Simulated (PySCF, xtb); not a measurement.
C₄H₂BrCl, SMILES C#C/C(Br)=C\Cl.

Harmonic wavenumbers (cm⁻¹) from GFN2-xTB run with xtb at its own minimum, in rising order: 100, 171, 177, 224, 264, 390, 480, 611, 655, 710, 776, 783, 1006, 1226, 1604, 2241, 3088, 3396.

**Question.** What does ωB97X-D3(BJ)/def2-SVP (PySCF) give at its own minimum? (Estimate from the structure and the level; the computed values follow.)

**Answer.** 120, 192, 197, 265, 301, 454, 610, 728, 732, 751, 860, 862, 1069, 1310, 1708, 2270, 3260, 3484. Paired by order, the mean absolute difference is 71 cm⁻¹ and the zero-point energies are 25.6 and 27.4 kcal/mol.
